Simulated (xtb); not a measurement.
xtb input for SrCl, SMILES [Cl][Sr], multiplicity 2, GFN2-xTB. 

```
$ xtb mol.xyz --gfn 2 --sp --chrg 0 --uhf 1 --json
$ cat mol.xyz
2

Sr     0.00000000     0.00000000    -0.76220096
Cl     0.00000000     0.00000000     1.70374332
```

It prints:

```
[banner left out]
          |                Calculation Setup                |
           -------------------------------------------------



           -------------------------------------------------
          |                 G F N 2 - x T B                 |
           -------------------------------------------------

        Reference                      10.1021/acs.jctc.8b01176
      * Hamiltonian:
        H0-scaling (s, p, d)           1.850000    2.230000    2.230000
        zeta-weighting                 0.500000
      * Dispersion:
        s8                             2.700000
        a1                             0.520000
        a2                             5.000000
        s9                             5.000000
      * Repulsion:
        kExp                           1.500000    1.000000
        rExp                           1.000000
      * Coulomb:
        alpha                          2.000000
        third order                    shell-resolved
        anisotropic                    true
        a3                             3.000000
        a5                             4.000000
        cn-shift                       1.200000
        cn-exp                         4.000000
        max-rad                        5.000000


          ...................................................
          :                      SETUP                      :
          :.................................................:
          :  # basis functions                  20          :
          :  # atomic orbitals                  18          :
          :  # shells                            6          :
          :  # electrons                         9          :
          :  max. iterations                   250          :
          :  Hamiltonian                  GFN2-xTB          :
          :  restarted?                      false          :
          :  GBSA solvation                  false          :
          :  PC potential                    false          :
          :  electronic temp.          300.0000000     K    :
          :  accuracy                    1.0000000          :
          :  -> integral cutoff          0.2500000E+02      :
          :  -> integral neglect         0.1000000E-07      :
          :  -> SCF convergence          0.1000000E-05 Eh   :
          :  -> wf. convergence          0.1000000E-03 e    :
          :  Broyden damping             0.4000000          :
          :  net charge                          0          :
          :  unpaired electrons                  1          :
          ...................................................

 iter      E             dE          RMSdq      gap      omega  full diag
   1     -2.9561610 -0.295616E+01  0.551E+01    1.05       0.0  T
   2     -3.8064598 -0.850299E+00  0.227E+01    0.00       1.0  T
   3     -5.0589219 -0.125246E+01  0.251E+01    5.43       1.0  T
   4     -5.0413965  0.175254E-01  0.186E+01    5.20       1.0  T
   5     -5.0473209 -0.592437E-02  0.169E+01    4.96       1.0  T
   6     -5.0784232 -0.311023E-01  0.667E+00    3.27       1.0  T
   7     -5.0879318 -0.950863E-02  0.500E+00    3.17       1.0  T
   8     -5.0879832 -0.514205E-04  0.331E+00    3.52       1.0  T
   9     -5.0885875 -0.604285E-03  0.249E+00    3.62       1.0  T
  10     -5.0895342 -0.946669E-03  0.905E-01    3.74       1.0  T
  11     -5.0895249  0.929709E-05  0.648E-01    3.77       1.0  T
  12     -5.0895263 -0.144647E-05  0.335E-01    3.80       1.0  T
  13     -5.0895527 -0.263750E-04  0.287E-01    3.83       1.0  T
  14     -5.0895501  0.261596E-05  0.173E-01    3.83       1.0  T
  15     -5.0895514 -0.126725E-05  0.153E-01    3.82       1.0  T
  16     -5.0895519 -0.534996E-06  0.765E-02    3.82       1.0  T
  17     -5.0895535 -0.160347E-05  0.443E-02    3.82       1.6  T
  18     -5.0895539 -0.408951E-06  0.485E-03    3.82      14.6  T
  19     -5.0895539  0.302817E-08  0.205E-03    3.82      34.5  T
  20     -5.0895539 -0.358445E-08  0.519E-04    3.82     136.1  T
  21     -5.0895539  0.531220E-11  0.251E-04    3.82     281.7  T

   *** convergence criteria satisfied after 21 iterations ***

         #    Occupation            Energy/Eh            Energy/eV
      -------------------------------------------------------------
         1        2.0000           -1.0085000             -27.4427
         2        2.0000           -0.4074809             -11.0881
         3        2.0000           -0.3929855             -10.6937
         4        2.0000           -0.3929855             -10.6937
         5        1.0000           -0.3235787              -8.8050 (HOMO)
         6                         -0.1833409              -4.9890 (LUMO)
         7                         -0.1833409              -4.9890
         8                         -0.0770465              -2.0965
         9                         -0.0181448              -0.4937
        10                         -0.0181448              -0.4937
       ...                                ...                  ...
        18                          0.4035889              10.9822
      -------------------------------------------------------------
                  HL-Gap            0.1402379 Eh            3.8161 eV
             Fermi-level           -0.3058710 Eh           -8.3232 eV

 SCC (total)                   0 d,  0 h,  0 min,  0.004 sec
 SCC setup                      ...        0 min,  0.000 sec (  3.304%)
 Dispersion                     ...        0 min,  0.000 sec (  1.006%)
 classical contributions        ...        0 min,  0.000 sec (  0.752%)
 integral evaluation            ...        0 min,  0.001 sec ( 12.845%)
 iterations                     ...        0 min,  0.003 sec ( 64.609%)
 molecular gradient             ...        0 min,  0.001 sec ( 14.107%)
 printout                       ...        0 min,  0.000 sec (  2.927%)

         :::::::::::::::::::::::::::::::::::::::::::::::::::::
         ::                     SUMMARY                     ::
         :::::::::::::::::::::::::::::::::::::::::::::::::::::
         :: total energy              -5.086200241032 Eh    ::
         :: gradient norm              0.000000262217 Eh/a0 ::
         :: HOMO-LUMO gap              3.816066438280 eV    ::
         ::.................................................::
         :: SCC energy                -5.089553911279 Eh    ::
         :: -> isotropic ES            0.037419376955 Eh    ::
         :: -> anisotropic ES         -0.000770051509 Eh    ::
         :: -> anisotropic XC         -0.001009422501 Eh    ::
         :: -> dispersion             -0.001180925473 Eh    ::
         :: repulsion energy           0.003353670246 Eh    ::
         :: add. restraining           0.000000000000 Eh    ::
         :: total charge               0.000000000000 e     ::
         :::::::::::::::::::::::::::::::::::::::::::::::::::::

           -------------------------------------------------
          |                Property Printout                |
           -------------------------------------------------

    * Orbital Energies and Occupations

         #    Occupation            Energy/Eh            Energy/eV
      -------------------------------------------------------------
         1        2.0000           -1.0085000             -27.4427
         2        2.0000           -0.4074809             -11.0881
         3        2.0000           -0.3929855             -10.6937
         4        2.0000           -0.3929855             -10.6937
         5        1.0000           -0.3235787              -8.8050 (HOMO)
         6                         -0.1833409              -4.9890 (LUMO)
         7                         -0.1833409              -4.9890
Note: The following floating-point exceptions are signalling: IEEE_UNDERFLOW_FLAG IEEE_DENORMAL
normal termination of xtb
         8                         -0.0770465              -2.0965
         9                         -0.0181448              -0.4937
        10                         -0.0181448              -0.4937
        11                          0.0125037               0.3402
        12                          0.0125037               0.3402
        13                          0.0828689               2.2550
        14                          0.0845221               2.3000
        15                          0.0845221               2.3000
        16                          0.0847588               2.3064
       ...                                ...                  ...
        18                          0.4035889              10.9822
      -------------------------------------------------------------
                  HL-Gap            0.1402379 Eh            3.8161 eV
             Fermi-level           -0.3058710 Eh           -8.3232 eV

     #   Z          covCN         q      C6AA      α(0)
     1  38 Sr       0.690     0.467  2163.140   190.741
     2  17 Cl       0.690    -0.467   114.105    16.337

 Mol. C6AA /au·bohr⁶  :       2994.512533
 Mol. C8AA /au·bohr⁸  :     562615.736896
 Mol. α(0) /au        :        207.078473


Wiberg/Mayer (AO) data.
largest (>0.10) Wiberg bond orders for each atom

 ---------------------------------------------------------------------------
     #   Z sym  total        # sym  WBO       # sym  WBO       # sym  WBO
 ---------------------------------------------------------------------------
     1  38 Sr   0.924 --     2 Cl   0.924
     2  17 Cl   0.924 --     1 Sr   0.924
 ---------------------------------------------------------------------------

Topologies differ in total number of bonds
Writing topology from bond orders to xtbtopo.mol

molecular dipole:
                 x           y           z       tot (Debye)
 q only:        0.000       0.000      -2.177
   full:       -0.000      -0.000      -1.669       4.241
molecular quadrupole (traceless):
                xx          xy          yy          xz          yz          zz
 q only:        1.937       0.000       1.937       0.000       0.000      -3.873
  q+dip:        1.654       0.000       1.654       0.000      -0.000      -3.309
   full:        2.339       0.000       2.339       0.000      -0.000      -4.678


           -------------------------------------------------
          | TOTAL ENERGY               -5.086200241032 Eh   |
          | GRADIENT NORM               0.000000262217 Eh/α |
          | HOMO-LUMO GAP               3.816066438280 eV   |
           -------------------------------------------------

------------------------------------------------------------------------
------------------------------------------------------------------------
 total:
 SCF:
```

The calculation finished and met its thresholds.

Cost: roughly 0.07 core-seconds.
